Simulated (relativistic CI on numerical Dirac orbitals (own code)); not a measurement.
**Magnetism of Os3+, 5d5, in a crystal field**

Calculated by Dirac-Coulomb-Breit CI, KLI orbitals optimised for each configuration, a model potential for QED, valence Slater integrals scaled by 0.85, one configuration in a parametric crystal field (own radial code).

Field parameters in Wybourne normalisation: D3d B²₀ = −7Dσ, B⁴₀ = −14Dq − 21Dτ, B⁴₃ = −14√(10/7) Dq; D4h B²₀ = −7Ds, B⁴₀ = 21(Dq − Dt), B⁴₄ = 21√(5/14) Dq; Oh B⁴₀ = 21Dq, B⁴₄ = √(5/14) B⁴₀; Td as Oh with Dq negative (B⁴₀ = 21Dq, B⁴₄ = √(5/14) B⁴₀). The field is a parameter set, without covalency.

S is read from ⟨S²⟩ = S(S + 1).

Powder χT (cm³ K mol⁻¹) by Van Vleck's formula, with temperature-independent terms:

| Field | 2 K | 5 K | 10 K | 20 K | 50 K | 100 K | 200 K | 300 K |
| --- | --- | --- | --- | --- | --- | --- | --- | --- |
| D3d, 10Dq = 12850, Dσ = -1070, Dτ = 30 cm⁻¹ | 1.06 | 1.08 | 1.1 | 1.15 | 1.3 | 1.55 | 2.05 | 2.5 |
| D3d, 10Dq = 27350, Dσ = 850, Dτ = 20 cm⁻¹ | 0.463 | 0.464 | 0.465 | 0.468 | 0.476 | 0.489 | 0.516 | 0.543 |
| D3d, 10Dq = 36450, Dσ = -1130, Dτ = -200 cm⁻¹ | 0.454 | 0.455 | 0.456 | 0.458 | 0.465 | 0.475 | 0.497 | 0.519 |
| D3d, 10Dq = 41750, Dσ = -10, Dτ = -140 cm⁻¹ | 0.455 | 0.455 | 0.456 | 0.459 | 0.466 | 0.478 | 0.501 | 0.525 |
| D4h, 10Dq = 28550, Ds = 0, Dt = 340 cm⁻¹ | 0.48 | 0.481 | 0.482 | 0.485 | 0.493 | 0.506 | 0.533 | 0.56 |
| D4h, 10Dq = 32000, Ds = -120, Dt = -290 cm⁻¹ | 0.463 | 0.464 | 0.465 | 0.468 | 0.475 | 0.488 | 0.513 | 0.538 |
| Oh, 10Dq = 25000 cm⁻¹ | 0.479 | 0.48 | 0.481 | 0.484 | 0.493 | 0.507 | 0.535 | 0.564 |
| Td, 10Dq = -13800 cm⁻¹ | 2.2 | 2.23 | 2.29 | 2.41 | 2.75 | 3.15 | 3.47 | 3.57 |

(1) For D3d, 10Dq = 27350, Dσ = 850, Dτ = 20 cm⁻¹: what effective moment follows at 300 K?

Results:

(1) μ_eff = √(8χT) = 2.08 μB. The ground level has S = 0.66; the spin-only moment for S = 1/2 is 1.73 μB. The difference comes from the orbital moment, spin-orbit mixing of terms and temperature-independent paramagnetism, all larger in this ionic model than in covalent complexes.
